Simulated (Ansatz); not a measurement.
H₄OS₃Ti (`[OH][Ti]([SH])([SH])[SH]`). Total charge 0; spin multiplicity 1. The structure was optimised at the PBE0-D4/def2-TZVP level. It is one conformer, not always the lowest.

```xyz
9

O    -1.992   -0.161    0.515
Ti   -0.346   -0.012   -0.078
S     0.412    2.078    0.463
S    -0.354   -0.466   -2.311
S     1.091   -1.565    0.790
H    -2.554   -0.688    1.086
H     1.644    1.780    0.005
H     0.928   -0.070   -2.427
H     1.171   -0.895    1.957
```

What is the dipole moment at r2SCAN/def2-TZVPP? (An estimate is asked.)

The calculation gave: 1.39 D, with components (-0.40, -0.38, 1.28) D in this frame, pointing from negative to positive charge.

And with PBE, B3LYP, ωB97M-V? (Estimate.)

The calculation gave: PBE 1.35 D, B3LYP 1.36 D, ωB97M-V 1.44 D.

Give the Mulliken charges with r2SCAN, PBE, ωB97M-V in def2-TZVPP. (An estimate is asked.)

The calculation gave: 
```json
{"atom": "O1", "r2SCAN": "-0.47", "PBE": "-0.41", "ωB97M-V": "-0.42"}
{"atom": "Ti2", "r2SCAN": "0.66", "PBE": "0.55", "ωB97M-V": "0.47"}
{"atom": "S3", "r2SCAN": "-0.25", "PBE": "-0.24", "ωB97M-V": "-0.21"}
{"atom": "S4", "r2SCAN": "-0.23", "PBE": "-0.22", "ωB97M-V": "-0.19"}
{"atom": "S5", "r2SCAN": "-0.27", "PBE": "-0.25", "ωB97M-V": "-0.22"}
{"atom": "H6", "r2SCAN": "0.22", "PBE": "0.21", "ωB97M-V": "0.19"}
{"atom": "H7", "r2SCAN": "0.11", "PBE": "0.12", "ωB97M-V": "0.13"}
{"atom": "H8", "r2SCAN": "0.11", "PBE": "0.12", "ωB97M-V": "0.12"}
{"atom": "H9", "r2SCAN": "0.12", "PBE": "0.12", "ωB97M-V": "0.13"}
```

B3LYP here is the variant with VWN-RPA as its local correlation; programs differ in this.

Computed with Ansatz.
